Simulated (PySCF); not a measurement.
O3Ta, SMILES [O]=[Ta]1[O][O]1 (connectivity only; charge and spin as stated), neutral, multiplicity 2. Atoms are numbered in the order given.

```xyz
4

Ta     0.2033     0.1871     0.0000
O     -1.1239     1.2811     0.0000
O     -0.3657    -1.4940     0.7339
O     -0.3657    -1.4940    -0.7339
```
Charge 0, spin multiplicity 2.

Geometry: r2SCAN-D4/def2-TZVP. The spin state was assumed, not searched. The def2 effective core potentials stand for the cores of Ta; spin–orbit coupling is left out.

Computed with TDA-PBE/def2-SVPD (PySCF).

Vertical excitations. Gas-phase values at a fixed geometry.

```json
[
 {"state": "root 1", "energy (eV)": "1.09", "λ (nm)": "1138", "f": "0.020", "main pairs": "α HOMO→LUMO 99 %"},
 {"state": "root 2", "energy (eV)": "1.73", "λ (nm)": "716", "f": "0.033", "main pairs": "α HOMO→LUMO+1 95 %"},
 {"state": "root 3", "energy (eV)": "2.02", "λ (nm)": "613", "f": "0.000", "main pairs": "α HOMO−1→LUMO 98 %"},
 {"state": "root 4", "energy (eV)": "2.27", "λ (nm)": "547", "f": "0.007", "main pairs": "β HOMO→LUMO 95 %"},
 {"state": "root 5", "energy (eV)": "2.66", "λ (nm)": "466", "f": "0.004", "main pairs": "α HOMO−1→LUMO+1 84 %, β HOMO→LUMO+2 14 %"},
 {"state": "root 6", "energy (eV)": "2.82", "λ (nm)": "440", "f": "0.000", "main pairs": "β HOMO→LUMO+1 99 %"},
 {"state": "root 7", "energy (eV)": "3.41", "λ (nm)": "364", "f": "0.031", "main pairs": "α HOMO→LUMO+3 99 %"},
 {"state": "root 8", "energy (eV)": "3.42", "λ (nm)": "362", "f": "0.010", "main pairs": "α HOMO→LUMO+2 98 %"},
 {"state": "root 9", "energy (eV)": "3.58", "λ (nm)": "347", "f": "0.008", "main pairs": "α HOMO−1→LUMO+1 12 %, β HOMO→LUMO+2 78 %"},
 {"state": "root 10", "energy (eV)": "3.86", "λ (nm)": "321", "f": "0.001", "main pairs": "α HOMO−3→LUMO 88 %, β HOMO−1→LUMO 8 %"}
]
```
Unrestricted roots are not spin-pure.
